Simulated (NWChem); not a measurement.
System: C₃H₅, doublet; SMILES [CH]=CC

Input file for NWChem:

```
start job
memory heap 200 mb stack 900 mb global 1100 mb
geometry units angstroms noautosym nocenter noautoz
  C      0.298015    -1.321822    -0.000088
  C     -0.386532    -0.198567     0.000085
  C      0.180887     1.188343     0.000271
  H      0.082949    -2.390285    -0.000094
  H     -1.489846    -0.270032     0.000296
  H     -0.162782     1.751272    -0.883008
  H      1.279341     1.173309    -0.002773
  H     -0.157776     1.748875     0.887030
end
basis spherical
  * library def2-svp
end
dft
  odft
  mult 2
  xc xpbe96 cpbe96
  iterations 150
end
cosmo
  do_cosmo_smd true
  solvent water
end
task dft energy
```

Output (shortened):

```
             Northwest Computational Chemistry Package (NWChem) 7.3.0
             --------------------------------------------------------

                             Geometry "geometry" -> ""
                             -------------------------

 Output coordinates in angstroms (scale by  1.889725989 to convert to a.u.)

  No.       Tag          Charge          X              Y              Z
 ---- ---------------- ---------- -------------- -------------- --------------
    1 C                    6.0000     0.29801500    -1.32182200    -0.00008800
    2 C                    6.0000    -0.38653200    -0.19856700     0.00008500
    3 C                    6.0000     0.18088700     1.18834300     0.00027100
    4 H                    1.0000     0.08294900    -2.39028500    -0.00009400
    5 H                    1.0000    -1.48984600    -0.27003200     0.00029600
    6 H                    1.0000    -0.16278200     1.75127200    -0.88300800
    7 H                    1.0000     1.27934100     1.17330900    -0.00277300
    8 H                    1.0000    -0.15777600     1.74887500     0.88703000

 Effective nuclear repulsion energy (a.u.)      64.1131543984

  pbe96 is a nonlocal functional; adding pw91lda local functional.

                                 NWChem DFT Module
                                 -----------------

 Summary of "ao basis" -> "ao basis" (spherical)
 ------------------------------------------------------------------------------
       Tag                 Description            Shells   Functions and Types
 ---------------- ------------------------------  ------  ---------------------
 C                          def2-svp                 6       14   3s2p1d
 H                          def2-svp                 3        5   2s1p

 in cosmo_initialize ...
 calling solv_data for solv:h2o

 solvent parameters
 solvname_short: h2o
 solvname_long:  water
 dielec:       78.4000
 dielecinf:     1.7769
 aqueous SMD model solvent descriptors
 dielec:       78.4000
 sola:          0.8200

          ---------------
          -cosmo- solvent
          ---------------
 Cosmo: York-Karplus, doi: 10.1021/jp992097l
 dielectric constant -eps-     =  78.40
 screen = (eps-1)/(eps    )    =   0.98724
 surface charge correction     = lagrangian

   van der Waals surface
 --------------------------

 ---------- ATOMIC COORDINATES (A.U.) ------------ VDWR(ANG.) --
     1    0.56316669   -2.49788139   -0.00016630     1.850
     2   -0.73043957   -0.37523722    0.00016063     1.850
     3    0.34182686    2.24564265    0.00051212     1.850
     4    0.15675088   -4.51698368   -0.00017763     1.200
     5   -2.81540071   -0.51028649    0.00055936     1.200
     6   -0.30761338    3.30942421   -1.66864317     1.200
     7    2.41760394    2.21723251   -0.00524021     1.200
     8   -0.29815341    3.30489454    1.67624364     1.200
 number of segments per atom =        128
 number of   points per atom =        128
 atom (   nspa,  nppa )
 ----------------------
    1 (     82,     0 )       0
    2 (     46,     0 )       0
    3 (     60,     0 )       0
    4 (     52,     0 )       0
    5 (     56,     0 )       0
    6 (     54,     0 )       0
    7 (     52,     0 )       0
    8 (     54,     0 )       0
 number of -cosmo- surface points =      456
 molecular surface =     81.417 angstrom**2
 molecular volume  =     61.924 angstrom**3
 -lineq- algorithm             =   0
 -bem- low  level              =   3
 -bem- from -octahedral-
 gaussian surface charge width =   4.50000
 degree of switching           =   1.00000
 switching function tolerance  =   0.00010
 atomic radii =
 --------------
    1  6.000  1.850
    2  6.000  1.850
    3  6.000  1.850
    4  1.000  1.200
    5  1.000  1.200
    6  1.000  1.200
    7  1.000  1.200
    8  1.000  1.200
 ...... end of -cosmo- initialization ......

 nat:                     8
 ixmem:                  3618
 calling mnsol_interface()
 G(SMD-CDS) energy (kcal/mol)  =     3.745
 SMD-CDS SASA (angstrom**2)    =   110.484

[...]

                                COSMO-SMD solvation results
                                ---------------------------

             internal energy in gas <Psi(g)|H|Psi(g)> =      -116.965414958113
         internal energy in solvent <Psi(s)|H|Psi(s)> =      -116.964744499898
                               delta internal energy  =         0.000670458215 (    0.42 kcal/mol)
   total free energy in solvent <Psi(s)|H+V/2|Psi(s)> =      -116.969081770176
 polarization energy contribution <Psi(s)|V/2|Psi(s)> =        -0.004337270279 (   -2.72 kcal/mol)
    total free energy in solvent including G(SMD-CDS) =      -116.963114430542
                       G(SMD-CDS) energy contribution =         0.005967339634 (    3.74 kcal/mol)
     1 M fixed-concentration free energy of solvation =         0.002300527571 (    1.44 kcal/mol)

                    DFT Final Alpha Molecular Orbital Analysis
                    ------------------------------------------

 Vector   10  Occ=1.000000D+00  E=-3.282674D-01
              MO Center=  2.6D-01,  8.4D-01, -1.5D-03, r^2= 2.2D+00
   Bfn.  Coefficient  Atom+Function         Bfn.  Coefficient  Atom+Function
  ----- ------------  ---------------      ----- ------------  ---------------
    32      0.375600  3 C  px                58      0.343026  7 H  s
    48      0.194248  5 H  s                 18     -0.185924  2 C  px
    53     -0.168451  6 H  s                 63     -0.166679  8 H  s
     5     -0.161983  1 C  py                59      0.157440  7 H  s
    33     -0.134409  3 C  py                35      0.134745  3 C  px

 Vector   11  Occ=1.000000D+00  E=-2.411349D-01
              MO Center=  1.4D-02, -5.8D-01,  3.7D-04, r^2= 2.1D+00
   Bfn.  Coefficient  Atom+Function         Bfn.  Coefficient  Atom+Function
  ----- ------------  ---------------      ----- ------------  ---------------
     6      0.438004  1 C  pz                20      0.358839  2 C  pz
     9      0.295283  1 C  pz                23      0.227026  2 C  pz
    34     -0.145234  3 C  pz                53      0.143864  6 H  s
    63     -0.144364  8 H  s                 54      0.087610  6 H  s
    64     -0.087841  8 H  s                 37     -0.068565  3 C  pz

 Vector   12  Occ=1.000000D+00  E=-1.966237D-01
              MO Center=  3.2D-01, -1.1D+00, -1.1D-04, r^2= 1.8D+00
   Bfn.  Coefficient  Atom+Function         Bfn.  Coefficient  Atom+Function
  ----- ------------  ---------------      ----- ------------  ---------------
     4      0.538619  1 C  px                 7      0.413733  1 C  px
     3      0.299306  1 C  s                 48      0.213707  5 H  s
    49      0.171216  5 H  s                 31     -0.169998  3 C  s
    43     -0.154978  4 H  s                 18     -0.149901  2 C  px
    33      0.141859  3 C  py                 2      0.140175  1 C  s

 Vector   13  Occ=0.000000D+00  E=-2.294343D-02
              MO Center= -7.0D-02, -6.0D-01,  2.5D-04, r^2= 2.3D+00
   Bfn.  Coefficient  Atom+Function         Bfn.  Coefficient  Atom+Function
  ----- ------------  ---------------      ----- ------------  ---------------
    23     -0.640716  2 C  pz                 9      0.603242  1 C  pz
    20     -0.473040  2 C  pz                 6      0.426591  1 C  pz
    64      0.179138  8 H  s                 54     -0.177620  6 H  s
    53     -0.122452  6 H  s                 63      0.122958  8 H  s
    39      0.030640  3 C  d -1

 Vector   14  Occ=0.000000D+00  E= 6.013574D-02
              MO Center= -4.9D-01,  6.2D-01, -6.0D-05, r^2= 6.6D+00
   Bfn.  Coefficient  Atom+Function         Bfn.  Coefficient  Atom+Function
  ----- ------------  ---------------      ----- ------------  ---------------
    31      2.061600  3 C  s                 54     -1.066060  6 H  s
    64     -1.064043  8 H  s                 49     -0.936671  5 H  s
    44     -0.746300  4 H  s                 59     -0.541940  7 H  s
    17      0.460266  2 C  s                 21     -0.456807  2 C  px
     3      0.404160  1 C  s                  8     -0.313514  1 C  py

 Vector   15  Occ=0.000000D+00  E= 8.036572D-02
              MO Center=  1.3D-01, -1.5D-02,  8.0D-04, r^2= 7.1D+00
   Bfn.  Coefficient  Atom+Function         Bfn.  Coefficient  Atom+Function
  ----- ------------  ---------------      ----- ------------  ---------------
    31      2.006924  3 C  s                 59     -1.298957  7 H  s
    44      1.033931  4 H  s                 49      1.019897  5 H  s
    17     -0.918507  2 C  s                  3     -0.842738  1 C  s
    64     -0.612258  8 H  s                 54     -0.606317  6 H  s
     8      0.369256  1 C  py                21      0.348750  2 C  px

                     DFT Final Beta Molecular Orbital Analysis
                     -----------------------------------------

 Vector    9  Occ=1.000000D+00  E=-3.510778D-01
              MO Center= -3.5D-02,  1.3D-01,  1.3D-04, r^2= 2.4D+00
   Bfn.  Coefficient  Atom+Function         Bfn.  Coefficient  Atom+Function
  ----- ------------  ---------------      ----- ------------  ---------------
    19      0.384787  2 C  py                33     -0.364289  3 C  py
     5     -0.208082  1 C  py                43      0.181823  4 H  s
    36     -0.164420  3 C  py                 4      0.139215  1 C  px
    18      0.130730  2 C  px                53     -0.126599  6 H  s
    63     -0.126404  8 H  s                 22      0.116046  2 C  py

[...]
```

Level: PBE/def2-SVP, spin-unrestricted, SMD on the gas-phase geometry. Coordinates come from a PBE0/def2-SVP, spin-unrestricted optimisation. No stability test was run on the SCF state. Solvent: water.
